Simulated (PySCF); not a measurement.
Nuclear quadrupole coupling in `CP(C[SiH3])N1CCCC1`

Species: C6H16NPSi.
Numbering: `[CH3:1][P:2]([CH2:3][SiH3:4])[N:5]1[CH2:6][CH2:7][CH2:8][CH2:9]1` (hydrogens: H10, H11, H12 on C1; H13, H14 on C3; H15, H16, H17 on Si4; H18, H19 on C6; H20, H21 on C7; H22, H23 on C8; H24, H25 on C9)

Structure used (GFN2-xTB), in Å, numbered top down from 1:
```
atom  x, y, z in Å
C1    -1.2680    2.3311    0.2230
P2    -0.8831    0.6338   -0.4269
C3    -2.1443   -0.2660    0.6063
Si4   -2.4215   -2.1022    0.1846
N5     0.4906    0.3405    0.6099
C6     1.0438   -1.0040    0.5146
C7     2.0693   -0.9894   -0.6333
C8     2.4299    0.4964   -0.7895
C9     1.6529    1.1785    0.3450
H10   -0.6670    3.0867   -0.2807
H11   -1.0873    2.3702    1.2966
H12   -2.3149    2.5459    0.0138
H13   -3.0808    0.2673    0.4288
H14   -1.8753   -0.1257    1.6552
H15   -1.8874   -2.4202   -1.1414
H16   -1.7784   -2.9543    1.1908
H17   -3.8621   -2.3721    0.1970
H18    0.2600   -1.7446    0.3649
H19    1.5460   -1.2179    1.4654
H20    2.9381   -1.6007   -0.3939
H21    1.6190   -1.3772   -1.5467
H22    2.0852    0.8763   -1.7515
H23    3.5001    0.6791   -0.7096
H24    2.2574    1.1922    1.2593
H25    1.3668    2.2007    0.1061
```

Field gradients from the PBE0/pcSseg-1 density (PySCF, non-relativistic), principal values in atomic units, ordered |Vxx| ≤ |Vyy| ≤ |Vzz|:

```csv
atom,Vxx,Vyy,Vzz
N5,0.4939,0.6253,-1.1192
```

Q: Find the asymmetry η = (Vxx − Vyy)/Vzz and the couplings χ = eQV/h (234.96 MHz × Q in barn × V in au), with Q(14N) = 0.02044 b.

A: 
```json
{"atom": "N5", "environment": "nitrogen bonded to 2 C and P", "nucleus": "14N", "η": "0.12", "χzz (MHz)": "-5.38", "χxx (MHz)": "2.37", "χyy (MHz)": "3.00"}
```

The tensor is traceless: Vxx + Vyy + Vzz = 0.

Q: What is Vzz at N5 in SI units (1 au = 9.71736 × 10²¹ V/m²)?

A: -1.1192 au = -10.876 × 10²¹ V/m².

Q: And the gradient at the other heavy atoms, for which no coupling is worked out here?

A: 
| atom | environment | Vzz (au) | η |
| --- | --- | --- | --- |
| C1 | sp3 carbon bound to phosphorus | 0.067 | 0.54 |
| P2 | three-coordinate phosphorus | -1.512 | 0.30 |
| C3 | sp3 carbon bound to silicon | 0.078 | 0.81 |
| Si4 | SiH3 silicon | 0.100 | 0.31 |
| C6 | sp3 carbon bound to nitrogen | 0.218 | 0.23 |
| C7 | ring CH2 carbon | 0.079 | 0.79 |
| C8 | ring CH2 carbon | 0.073 | 0.75 |
| C9 | sp3 carbon bound to nitrogen | 0.226 | 0.23 |

Were the hydrogens deuterons (Q(2H) = 0.00286 b), χzz would run from 108 kHz (H16, H17 and H15) to 213 kHz (H10 and H12).

One conformer (not necessarily the lowest) at the GFN2-xTB geometry, without solvent, vibrations or thermal averaging. GFN2-xTB bond lengths can be off by several hundredths of an ångström, more for odd bonds, and the gradients follow them. With a basis this small, the couplings can be 20 % off.
